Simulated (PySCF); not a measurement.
`InChI=1S/C6H11PS/c1-3-6-5(2)4-7(6)8/h3,5-7H,1,4H2,2H3/t5-,6-/m0/s1`

Geometry:
```tsv
atom	x (Å)	y (Å)	z (Å)
C1	1.765	-1.397	-1.803
C2	1.301	-0.750	-0.747
C3	-0.010	-0.062	-0.717
C4	-0.983	-0.284	0.478
C5	-0.295	-0.709	1.764
C6	-1.519	1.163	0.568
P7	-0.063	1.785	-0.395
S8	-0.164	3.135	-1.767
H9	2.735	-1.864	-1.801
H10	1.196	-1.480	-2.714
H11	1.902	-0.674	0.150
H12	-0.542	-0.225	-1.663
H13	-1.761	-1.012	0.235
H14	0.160	-1.690	1.648
H15	-1.025	-0.763	2.570
H16	0.476	0.004	2.049
H17	-2.430	1.311	-0.016
H18	-1.674	1.550	1.573
H19	0.923	1.974	0.580
```

Computed, not measured: TDDFT B3LYP/def2-SVPD circular dichroism and optical rotation, one conformer, gas phase in PySCF. Geometry: GFN2-xTB.

The molecule is flexible and this is one conformer; a measurement averages over conformers. States above about 6.3 eV (minus the energy of the highest occupied orbital) lie near or above the ionisation threshold and depend on the basis.

(1) Assign R or S to each stereocentre.

(2) List the lowest 16 singlet excitations with oscillator and rotatory strengths.

Results:

(1) C3 S, C4 S, P7 S.

(2) Rotatory strengths R in 10⁻⁴⁰ esu² cm², velocity form and length form (origin at the centre of mass); f in length form.
| state | E (eV) | λ (nm) | f | R (velocity) | R (length) | main |
| --- | --- | --- | --- | --- | --- | --- |
| 1 | 4.93 | 251 | 0.011 | -12.0 | -12.2 | HOMO→LUMO 0.54, HOMO−1→LUMO 0.38 |
| 2 | 5.03 | 246 | 0.070 | -8.9 | -9.2 | HOMO−1→LUMO 0.55, HOMO→LUMO 0.38 |
| 3 | 5.28 | 235 | 0.002 | -0.9 | -1.6 | HOMO→LUMO+2 0.48, HOMO→LUMO+1 0.34 |
| 4 | 5.50 | 225 | 0.004 | +4.5 | +4.4 | HOMO→LUMO+1 0.43, HOMO−1→LUMO+1 0.29 |
| 5 | 5.55 | 223 | 0.005 | -2.5 | -2.4 | HOMO−1→LUMO+2 0.54, HOMO−1→LUMO+1 0.21 |
| 6 | 5.65 | 219 | 0.0005 | +5.7 | +6.2 | HOMO→LUMO+3 0.72 |
| 7 | 5.74 | 216 | 0.005 | +14.5 | +15.1 | HOMO−1→LUMO+3 0.84 |
| 8 | 5.87 | 211 | 0.143 | +37.3 | +35.9 | HOMO−1→LUMO+1 0.27, HOMO−1→LUMO+2 0.20 |
| 9 | 6.12 | 203 | 0.029 | -23.9 | -24.2 | HOMO→LUMO+4 0.85 |
| 10 | 6.20 | 200 | 0.060 | +5.7 | +6.5 | HOMO−1→LUMO+4 0.83 |
| 11 | 6.51 | 190 | 0.035 | -14.7 | -14.4 | HOMO→LUMO+5 0.77, HOMO−1→LUMO+5 0.08 |
| 12 | 6.59 | 188 | 0.006 | +14.6 | +14.6 | HOMO−1→LUMO+5 0.79 |
| 13 | 6.74 | 184 | 0.034 | +6.0 | +7.4 | HOMO→LUMO+6 0.81 |
| 14 | 6.78 | 183 | 0.067 | -19.7 | -20.1 | HOMO−1→LUMO+6 0.48, HOMO−2→LUMO 0.23 |
| 15 | 6.80 | 182 | 0.002 | +8.5 | +9.9 | HOMO→LUMO+7 0.56, HOMO−2→LUMO+2 0.17 |
| 16 | 6.85 | 181 | 0.125 | -24.2 | -24.2 | HOMO−2→LUMO+1 0.30, HOMO−2→LUMO 0.19 |

Among the states computed, the strongest CD band (largest |R|) is state 8. The largest dissymmetry factor in size, g = 4R/(D+G), with D and G the electric and magnetic dipole strengths, is +0.16 for state 6 (velocity form, f = 0.0003), among bands with |R| over 0.5. The mirror image has the same energies and oscillator strengths and all R with the opposite sign.
